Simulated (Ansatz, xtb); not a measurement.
## C5H8Cl2O: which of two isomers lies lower

We compare X, `C[C@H](C=O)CC(Cl)Cl`, a singlet, with Y, `CC(=O)[C@H](C)C(Cl)Cl`, a singlet. Both are isolated molecules in the gas phase, relaxed with B3LYP/def2-SVP, each in the lowest conformer that the search found.

X (Å):

```xyz
16

C    -1.2272   -0.2213    1.0643
C     0.1210    0.0415    0.3696
C     0.8501    1.1706    1.0744
C    -0.0482    0.2821   -1.1367
C     1.2423    0.3438   -1.9439
Cl    0.8677    0.6761   -3.6732
Cl    2.1940   -1.1868   -1.7958
O     1.3149    2.1457    0.5372
H    -1.9207    0.6235    0.9223
H    -1.0978   -0.3744    2.1475
H    -1.7044   -1.1238    0.6537
H     0.7555   -0.8528    0.5225
H     0.9353    1.0387    2.1865
H    -0.5678    1.2408   -1.2984
H    -0.6827   -0.5088   -1.5665
H     1.9001    1.1497   -1.6074
```

Y (Å):

```yaml
atoms:
  - { symbol: C, position_ang: [-2.4658, 1.0159, 0.9440] }
  - { symbol: C, position_ang: [-1.8015, -0.2412, 0.4382] }
  - { symbol: C, position_ang: [-0.4056, -0.5790, 1.0124] }
  - { symbol: C, position_ang: [0.6292, -0.4225, -0.1137] }
  - { symbol: C, position_ang: [-0.4536, -1.9982, 1.5811] }
  - { symbol: Cl, position_ang: [-1.6561, -2.0852, 2.9291] }
  - { symbol: Cl, position_ang: [1.1506, -2.5646, 2.1622] }
  - { symbol: O, position_ang: [-2.3016, -0.9642, -0.3931] }
  - { symbol: H, position_ang: [-2.6876, 0.8894, 2.0172] }
  - { symbol: H, position_ang: [-1.7871, 1.8804, 0.8556] }
  - { symbol: H, position_ang: [-3.3955, 1.2034, 0.3911] }
  - { symbol: H, position_ang: [-0.1629, 0.1055, 1.8405] }
  - { symbol: H, position_ang: [1.6416, -0.6427, 0.2510] }
  - { symbol: H, position_ang: [0.3925, -1.0996, -0.9485] }
  - { symbol: H, position_ang: [0.6180, 0.6085, -0.5009] }
  - { symbol: H, position_ang: [-0.7948, -2.7117, 0.8225] }
```

Quicker runs give these differences E(Y) − E(X): GFN2-xTB −7.4 kcal/mol; HF/STO-3G −4.0 kcal/mol (at GFN2-xTB geometries); r2SCAN-D4/def2-SVP −6.1 kcal/mol (at GFN2-xTB geometries).

Question: Estimate E(Y) − E(X) at the level CCSD(T)/def2-SVP + ΔMP2/def2-TZVPP.

Answer: Calculated at CCSD(T)/def2-SVP + ΔMP2/def2-TZVPP: E(Y) − E(X) = −5.3 kcal/mol, so structure Y lies lower.

How the difference moves with the method:

```json
{"level": "GFN2-xTB", "geometry": "GFN2-xTB", "E(Y) − E(X) (kcal/mol)": "−7.4", "departure from the last row (kcal/mol)": "−2.1", "job, with rough time for the two": "optimisation, 0.16 s"}
{"level": "HF/STO-3G", "geometry": "GFN2-xTB", "E(Y) − E(X) (kcal/mol)": "−4.0", "departure from the last row (kcal/mol)": "+1.3", "job, with rough time for the two": "single point, 0.44 s"}
{"level": "r2SCAN-D4/def2-SVP", "geometry": "GFN2-xTB", "E(Y) − E(X) (kcal/mol)": "−6.1", "departure from the last row (kcal/mol)": "−0.8", "job, with rough time for the two": "single point, 4.2 s"}
{"level": "B3LYP/def2-SVP", "geometry": "B3LYP/def2-SVP", "E(Y) − E(X) (kcal/mol)": "−4.8", "departure from the last row (kcal/mol)": "+0.4", "job, with rough time for the two": "optimisation, 62 s"}
{"level": "HF/def2-SVP", "geometry": "B3LYP/def2-SVP", "E(Y) − E(X) (kcal/mol)": "−4.2", "departure from the last row (kcal/mol)": "+1.1", "job, with rough time for the two": "part of the CCSD(T) run"}
{"level": "MP2/def2-SVP", "geometry": "B3LYP/def2-SVP", "E(Y) − E(X) (kcal/mol)": "−5.6", "departure from the last row (kcal/mol)": "−0.3", "job, with rough time for the two": "part of the CCSD(T) run"}
{"level": "CCSD(T)/def2-SVP", "geometry": "B3LYP/def2-SVP", "E(Y) − E(X) (kcal/mol)": "−5.2", "departure from the last row (kcal/mol)": "+0.1", "job, with rough time for the two": "single point"}
{"level": "CCSD(T)/def2-SVP + ΔMP2/def2-TZVPP", "geometry": "B3LYP/def2-SVP", "E(Y) − E(X) (kcal/mol)": "−5.3", "departure from the last row (kcal/mol)": "", "job, with rough time for the two": "single point, 1.7 min"}
```

As drawn, both hold the same kinds of bond in the same numbers. Structure X has 1 methyl group, Y 2.

None of the levels shown reverses the order. The largest departure from CCSD(T)/def2-SVP + ΔMP2/def2-TZVPP is that of GFN2-xTB, 2.1 kcal/mol. The last row adds to CCSD(T) the change of the MP2 difference between the two basis sets, here −0.1 kcal/mol.

With thermal terms from frequencies at re-optimised GFN2-xTB minima (ideal gas, soft modes damped towards free rotors, one conformer each, 298.15 K, 1 atm): the zero-point term adds −0.2 kcal/mol; ΔH is −5.3 and ΔG −5.5 kcal/mol.

The correlated steps freeze 16 core orbitals. Run with Ansatz 0.2.0, xtb 6.7.1; the last row on 4 threads of Arm Neoverse V2 on a shared host.
